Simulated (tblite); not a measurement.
Compound: C₅H₉NSi (charge -1 and doublet state).
Atom-mapped SMILES: `[CH3:1][SiH2:2][N:3]1[CH:4]=[CH:5][CH:6][CH-:7]1` (hydrogens: H8, H9, H10 on C1; H11, H12 on Si2; H13 on C4; H14 on C5; H15 on C6; H16 on C7)

Cartesian coordinates in Å at the GFN2-xTB level; atoms count from 1:
```xyz
16
C5H9NSi angstrom
C      2.750   -0.184   -0.249
Si     1.207   -0.538    0.845
N     -0.444   -0.094    0.315
C     -1.162   -0.712   -0.655
C     -2.378   -0.092   -0.820
C     -2.402    0.975    0.094
C     -1.200    0.941    0.760
H      2.478    0.001   -1.290
H      3.318    0.680    0.093
H      3.427   -1.037   -0.247
H      1.034   -1.983    0.341
H      1.325    0.727    1.695
H     -0.768   -1.575   -1.161
H     -3.153   -0.366   -1.519
H     -3.200    1.686    0.243
H     -0.839    1.580    1.545
```

Calculated harmonic vibrations of the isolated species, GFN2-xTB (tblite), most abundant isotopes, no scaling. Errors from tens to a few hundred cm⁻¹ against measured bands are possible. Modes of hydrogen on silicon can be 10 to 20 % off. One conformer, not necessarily the lowest. Open shells enter through the occupations alone, without spin polarisation, and single modes of such species can be off by tens of per cent.

Harmonic wavenumbers (cm⁻¹): 30.1, 66.1, 72.5, 174.3, 272.0, 401.8, 541.9, 567.3, 582.7, 664.0, 688.2, 732.2, 750.2, 769.5, 773.3, 784.6, 810.8, 847.4, 896.2, 900.3, 919.9, 1069.9, 1081.7, 1110.7, 1209.7, 1233.9, 1363.4, 1385.4, 1415.4, 1480.9, 1509.4, 1546.9, 1550.9, 1558.7, 1635.5, 2953.7, 2978.6, 2990.0, 3051.9, 3068.6, 3109.7, 3115.7.

A = 5983, B = 1281, C = 1170 MHz; mass 111.050 u (most abundant isotopes); point group C1, symmetry number 1; spin multiplicity 2.

What is the zero-point energy?

½Σν̃ = 26333 cm⁻¹ = 75.29 kcal/mol.

Entropy at 500 K, 1 bar (ideal gas, RRHO, classical rotation)?

Translation 42.63, rotation 29.52, vibration 40.53, spin (R ln 2) 1.38: S = 114.0 cal/(mol K).

And Cp and H(500 K) − H(0)?

Cp = 49.17 cal/(mol K), of which vibrations give 41.23 (their classical limit is 42 R = 83.5); H(500 K) − H(0) = 14.16 kcal/mol without the zero-point energy, 10.19 from vibrations.

Blend soft modes into free rotors: weight 1/[1 + (100 cm⁻¹/ν̃)⁴] for the oscillator and the rest for a rotor with moment μB/(μ + B), μ = h/(8π²ν), B = 10⁻⁴⁴ kg m². What vibrational entropy results?

35.83 cal/(mol K) in place of 40.53, which changes −T·S at 500 K by +2.35 kcal/mol.

How do the functions run with temperature in this model?

```csv
T (K),S (cal/(mol K)),Cp (cal/(mol K)),H − H(0) (kcal/mol),G − H(0) (kcal/mol),ln q(vib)
50,59.5,13.1,0.53,-2.45,0.85
100,69.4,15.8,1.25,-5.69,2.08
298.15,93.1,32.3,5.84,-21.92,6.07
373.15,101.1,39.3,8.53,-29.20,7.56
750,136.7,62.4,28.25,-74.28,15.22
1000,155.9,70.6,44.95,-110.92,20.05
```

q(vib) and H(0) count from the zero-point level.

Hindered rotation and anharmonicity are outside this model. Other conformers, if any are populated, would add a mixing term that is left out. The structure is chiral; the term R ln 2 for an equal mix with its mirror image is left out.
